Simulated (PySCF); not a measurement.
PySCF input for W(OMe)(H)5 (CH8OW), SMILES C[O][WH5], multiplicity 1, B3LYP-D3(BJ)/def2-SVP. Coordinates come from a B3LYP-D3(BJ)/def2-SVP optimisation. The multiplicity is an assumed one; no other spin state was optimised. The structure was generated by enumeration; whether it is a known compound was not checked. The def2 effective core potentials stand for the cores of W; spin–orbit coupling is left out.

```python
import numpy as np
from pyscf import gto, scf, dft, df
from pyscf.hessian import thermo

mol = gto.M(
    atom='''
    W    -0.01729689    0.42792762   -0.00000000
    O    -0.39718793   -1.39833398    0.00000001
    C     0.17288264   -2.68801865   -0.00000000
    H    -0.15928928   -3.23607646   -0.89632912
    H    -0.15928926   -3.23607645    0.89632912
    H     1.27315861   -2.62706198   -0.00000001
    H     1.10029931    1.28502281   -0.94246661
    H     1.56400974   -0.09357496   -0.00000002
    H    -0.64950541    1.13544193   -1.42579039
    H     1.10029934    1.28502281    0.94246660
    H    -0.64950537    1.13544193    1.42579040
    ''',
    basis='def2-SVP',
    ecp={'W': 'def2-svp'},
    charge=0,
    spin=0,
    max_memory=1600,
    verbose=3,
)
mf = dft.RKS(mol, xc='b3lyp').density_fit(auxbasis='def2-universal-jkfit')
mf.disp = 'd3bj'
mf.grids.level = 3
mf.conv_tol = 1e-11
mf.max_cycle = 100
mf.kernel()

# [left out here: the lines that compute and print the analytic Hessian (its translational invariance restored by hand, since the grid's response is missing), thermochemistry and intensities]
```

Output:

```
converged SCF energy = -185.120905520812

WARN: DFTD3 does not support analytical Hessian, using finite difference


WARN: Mole.unit (angstrom) is changed to Bohr

Mode                                 0                   1                   2
Irrep
Freq [cm^-1]                       51.2929            159.5196            212.8083
Reduced mass [au]                   1.0774              2.0257              2.3738
Force const [Dyne/A]                0.0017              0.0304              0.0633
Char temp [K]                      73.7991            229.5132            306.1837
Normal mode                   x     y     z       x     y     z       x     y     z
       0   W                 0.00 -0.00 -0.00    0.00  0.00  0.01   -0.00  0.01 -0.00
       1   O                -0.00 -0.00  0.06    0.00 -0.00 -0.16    0.15 -0.02  0.00
       2   C                 0.00  0.00 -0.02   -0.00 -0.00  0.10   -0.09 -0.12 -0.00
       3   H                 0.40  0.22 -0.30    0.11 -0.13  0.14   -0.19 -0.05  0.00
       4   H                -0.40 -0.22 -0.30   -0.11  0.13  0.14   -0.19 -0.05 -0.00
       5   H                 0.00  0.00  0.49   -0.00 -0.00  0.22   -0.08 -0.32 -0.00
       6   H                -0.08 -0.01 -0.11   -0.13  0.06 -0.10   -0.13  0.17 -0.01
       7   H                -0.00 -0.00 -0.13    0.00  0.00 -0.26    0.07  0.22  0.00
       8   H                -0.12 -0.02  0.04   -0.19  0.16  0.17   -0.12 -0.08  0.01
       9   H                 0.08  0.01 -0.11    0.13 -0.06 -0.10   -0.13  0.17  0.01
      10   H                 0.12  0.02  0.04    0.19 -0.16  0.17   -0.12 -0.08 -0.01
Mode                                 3                   4                   5
Irrep
Freq [cm^-1]                      370.9948            503.9416            570.0513
Reduced mass [au]                   1.1286              1.3433              2.3418
Force const [Dyne/A]                0.0915              0.2010              0.4484
[...]
       6   H                 0.12 -0.39 -0.20    0.15 -0.43 -0.20   -0.10  0.34  0.24
       7   H                -0.04 -0.03 -0.00   -0.00 -0.00  0.10    0.09  0.24  0.00
       8   H                 0.04  0.39  0.16    0.13  0.44  0.17    0.27  0.40  0.10
       9   H                 0.12 -0.39  0.20   -0.15  0.43 -0.20   -0.10  0.34 -0.24
      10   H                 0.04  0.39 -0.16   -0.13 -0.44  0.17    0.27  0.40 -0.10
Mode                                 9                  10                  11
Irrep
Freq [cm^-1]                      905.9941            910.1802            979.4114
Reduced mass [au]                   1.0142              1.0153              1.0092
Force const [Dyne/A]                0.4905              0.4955              0.5704
Char temp [K]                    1303.5237           1309.5467           1409.1549
Normal mode                   x     y     z       x     y     z       x     y     z
       0   W                -0.00 -0.00  0.01   -0.00  0.00 -0.00   -0.00 -0.00 -0.00
       1   O                -0.00 -0.00  0.00   -0.01  0.00 -0.00   -0.00  0.00  0.00
       2   C                 0.00 -0.00 -0.00    0.00 -0.01  0.00    0.00 -0.00 -0.00
       3   H                -0.00  0.00 -0.00    0.01 -0.01  0.00   -0.00  0.00 -0.00
       4   H                 0.00 -0.00 -0.00    0.01 -0.01 -0.00    0.00 -0.00 -0.00
       5   H                 0.00  0.00 -0.00    0.00  0.00  0.00    0.00 -0.00 -0.01
       6   H                -0.28  0.13 -0.22   -0.05 -0.16 -0.22   -0.30  0.21 -0.22
       7   H                 0.00  0.00 -0.37    0.16  0.58  0.00    0.00  0.00  0.78
       8   H                 0.51  0.07 -0.14    0.40 -0.13 -0.24   -0.03  0.10  0.06
       9   H                 0.28 -0.13 -0.22   -0.05 -0.16  0.22    0.30 -0.21 -0.22
      10   H                -0.51 -0.07 -0.14    0.40 -0.13  0.24    0.03 -0.10  0.06
Mode                                12                  13                  14
Irrep
Freq [cm^-1]                     1100.2011           1150.9008           1167.1203
Reduced mass [au]                   1.0350              3.3112              1.2742
Force const [Dyne/A]                0.7382              2.5841              1.0227
Char temp [K]                    1582.9444           1655.8901           1679.2263
Normal mode                   x     y     z       x     y     z       x     y     z
       0   W                -0.00  0.00 -0.00    0.00  0.01  0.00   -0.00 -0.00  0.00
       1   O                 0.01 -0.03  0.00    0.07 -0.15 -0.00    0.00  0.00  0.05
       2   C                -0.02  0.02 -0.00   -0.12  0.11  0.00   -0.00 -0.00 -0.12
       3   H                 0.03 -0.01 -0.00    0.17 -0.06 -0.02    0.13 -0.55  0.16
       4   H                 0.03 -0.01  0.00    0.17 -0.06  0.02   -0.13  0.55  0.16
       5   H                -0.02  0.07 -0.00   -0.12  0.35 -0.00   -0.00  0.00  0.29
       6   H                 0.39 -0.16  0.35   -0.07 -0.04 -0.11   -0.00 -0.02 -0.01
       7   H                 0.14  0.49  0.00   -0.04 -0.10 -0.00   -0.00 -0.00  0.01
       8   H                -0.19 -0.05  0.04    0.02 -0.01 -0.01    0.01  0.01 -0.00
       9   H                 0.39 -0.16 -0.35   -0.07 -0.04  0.11    0.00  0.02 -0.01
      10   H                -0.19 -0.05 -0.04    0.02 -0.01  0.01   -0.01 -0.01 -0.00
Mode                                15                  16                  17
Irrep
Freq [cm^-1]                     1180.2704           1454.6318           1461.4462
Reduced mass [au]                   1.7493              1.1138              1.0404
Force const [Dyne/A]                1.4358              1.3886              1.3092
Char temp [K]                    1698.1464           2092.8913           2102.6957
Normal mode                   x     y     z       x     y     z       x     y     z
       0   W                 0.00  0.00  0.00    0.00  0.00 -0.00   -0.00 -0.00 -0.00
       1   O                -0.03 -0.12  0.00    0.01 -0.04 -0.00    0.00  0.00 -0.01
       2   C                 0.06  0.12 -0.00    0.05 -0.06 -0.00   -0.00  0.00 -0.05
       3   H                -0.29  0.18  0.09   -0.43  0.21  0.02   -0.46  0.15  0.05
       4   H                -0.29  0.18 -0.09   -0.43  0.21 -0.02    0.46 -0.15  0.05
       5   H                 0.11 -0.52  0.00   -0.01  0.65  0.00    0.00 -0.00  0.69
       6   H                -0.02 -0.01 -0.00    0.01  0.00 -0.00   -0.00  0.01 -0.00
       7   H                 0.00  0.01  0.00    0.01  0.00  0.00   -0.00 -0.00  0.00
       8   H                -0.01 -0.03 -0.00   -0.00  0.00 -0.00   -0.00 -0.00  0.00
       9   H                -0.02 -0.01  0.00    0.01  0.00  0.00    0.00 -0.01 -0.00
      10   H                -0.01 -0.03  0.00   -0.00  0.00  0.00    0.00  0.00  0.00
Mode                                18                  19                  20
Irrep
Freq [cm^-1]                     1470.2834           1991.1308           2003.6874
Reduced mass [au]                   1.0605              1.0127              1.0129
Force const [Dyne/A]                1.3507              2.3656              2.3960
Char temp [K]                    2115.4104           2864.7938           2882.8601
Normal mode                   x     y     z       x     y     z       x     y     z
       0   W                -0.00 -0.00  0.00   -0.00  0.00 -0.00   -0.00  0.00  0.00
       1   O                 0.01  0.03  0.00    0.00  0.00  0.00    0.00 -0.00 -0.00
       2   C                 0.03  0.05  0.00    0.00 -0.00 -0.00    0.00 -0.00 -0.00
       3   H                -0.19 -0.51  0.41    0.00 -0.00 -0.00   -0.00  0.00 -0.00
       4   H                -0.19 -0.51 -0.41   -0.00  0.00 -0.00   -0.00  0.00  0.00
       5   H                 0.01  0.10 -0.00    0.00  0.00 -0.00    0.00 -0.00 -0.00
       6   H                -0.00 -0.00 -0.00    0.19  0.13 -0.12    0.23  0.15 -0.16
       7   H                -0.00 -0.01 -0.00   -0.00  0.00  0.01   -0.04  0.01 -0.00
       8   H                 0.00 -0.00  0.00    0.22 -0.27  0.55    0.23 -0.26  0.52
       9   H                -0.00 -0.00  0.00   -0.19 -0.13 -0.12    0.23  0.15  0.16
      10   H                 0.00 -0.00 -0.00   -0.22  0.27  0.55    0.23 -0.26 -0.52
Mode                                21                  22                  23
Irrep
Freq [cm^-1]                     2019.2841           2037.5532           2101.0347
Reduced mass [au]                   1.0167              1.0145              1.0159
Force const [Dyne/A]                2.4425              2.4816              2.6422
Char temp [K]                    2905.3002           2931.5855           3022.9212
Normal mode                   x     y     z       x     y     z       x     y     z
       0   W                -0.00  0.00 -0.01    0.00  0.00  0.00    0.01 -0.00 -0.00
       1   O                 0.00  0.00  0.00    0.00  0.01  0.00   -0.00  0.00  0.00
       2   C                 0.00 -0.00  0.00    0.00 -0.00 -0.00    0.00 -0.00  0.00
       3   H                -0.00  0.00  0.00   -0.00  0.00 -0.00   -0.00  0.00 -0.00
       4   H                 0.00 -0.00  0.00   -0.00  0.00  0.00   -0.00  0.00  0.00
       5   H                 0.00  0.00  0.00    0.00  0.01 -0.00    0.00  0.01 -0.00
       6   H                -0.44 -0.31  0.37   -0.41 -0.32  0.32   -0.10 -0.05  0.07
       7   H                 0.00 -0.00  0.02    0.19 -0.05 -0.00   -0.93  0.29 -0.00
       8   H                 0.08 -0.10  0.22    0.11 -0.15  0.26    0.00 -0.02  0.04
       9   H                 0.44  0.31  0.37   -0.41 -0.32 -0.32   -0.10 -0.05 -0.07
      10   H                -0.08  0.10  0.22    0.11 -0.15 -0.26    0.00 -0.02 -0.04
Mode                                24                  25                  26
Irrep
Freq [cm^-1]                     3018.9309           3113.3899           3115.8301
Reduced mass [au]                   1.0293              1.1080              1.1081
Force const [Dyne/A]                5.5269              6.3276              6.3382
Char temp [K]                    4343.5694           4479.4748           4482.9858
Normal mode                   x     y     z       x     y     z       x     y     z
       0   W                 0.00  0.00  0.00    0.00 -0.00 -0.00   -0.00 -0.00 -0.00
       1   O                 0.00 -0.00  0.00    0.00  0.00  0.00   -0.00  0.00  0.00
       2   C                 0.02 -0.04 -0.00   -0.00 -0.00 -0.09    0.08  0.04 -0.00
       3   H                 0.17  0.27  0.46    0.21  0.33  0.54   -0.11 -0.19 -0.33
       4   H                 0.17  0.27 -0.46   -0.21 -0.33  0.54   -0.11 -0.19  0.33
       5   H                -0.58 -0.04 -0.00    0.00  0.00 -0.02   -0.76 -0.06 -0.00
       6   H                -0.00 -0.00  0.00    0.00 -0.00 -0.00    0.00 -0.00  0.00
       7   H                -0.00 -0.00 -0.00    0.00  0.00 -0.00   -0.00 -0.00 -0.00
       8   H                 0.00 -0.00  0.00    0.00  0.00  0.00   -0.00 -0.00 -0.00
       9   H                -0.00 -0.00 -0.00   -0.00  0.00 -0.00    0.00 -0.00 -0.00
      10   H                 0.00 -0.00 -0.00   -0.00 -0.00  0.00   -0.00 -0.00  0.00
temperature 298.1500 [K]
pressure 101325.00 [Pa]
Rotational constants [GHz] 28.38046 2.63900 2.60110
Symmetry number 1
Zero-point energy (ZPE) 0.08034 [Eh]   210933.483 [J/mol]
                           tot       elec      trans        rot        vib
Entropy [J/mol/K]       334.702      0.000    176.009    104.245     54.449
Cv [J/mol/K]             85.626      0.000     12.472     12.472     60.682
Cp [J/mol/K]             93.940      0.000     20.786     12.472     60.682
Internal energy [J/mol]                      3718.434   3718.434 219563.316
Internal energy [Eh]   -185.03445  -185.12091
Enthalpy [J/mol]                             6197.391   3718.434 219563.316
Enthalpy [Eh]          -185.03350
Gibbs free energy [J/mol]                  -46279.572 -27362.248 203329.412
Gibbs free energy [Eh] -185.07151
mode   freq/cm-1   IR/(km/mol)
   1       51.29         0.037
   2      159.52         7.663
   3      212.81        12.371
   4      370.99         2.891
   5      503.94        67.826
   6      570.05        29.973
   7      649.44        19.526
   8      749.42        14.328
   9      816.57         2.571
  10      905.99        58.836
  11      910.18        13.600
  12      979.41         1.352
  13     1100.20        81.197
  14     1150.90       236.867
  15     1167.12         1.128
  16     1180.27       115.203
  17     1454.63        16.128
  18     1461.45         4.299
  19     1470.28         5.372
  20     1991.13        87.636
  21     2003.69       125.407
  22     2019.28       162.297
  23     2037.55       190.133
  24     2101.03        52.595
  25     3018.93        58.660
  26     3113.39        16.380
  27     3115.83        14.603
max |gradient| / (hartree/bohr): 0.00010729465448552824
APT charges: [ 1.0322 -0.9036  0.5775 -0.0383 -0.0383 -0.0224 -0.0859 -0.0699 -0.1827
 -0.0859 -0.1827]
```

Self-consistency was reached.

Cost: around 2.8 core-minutes (rough).
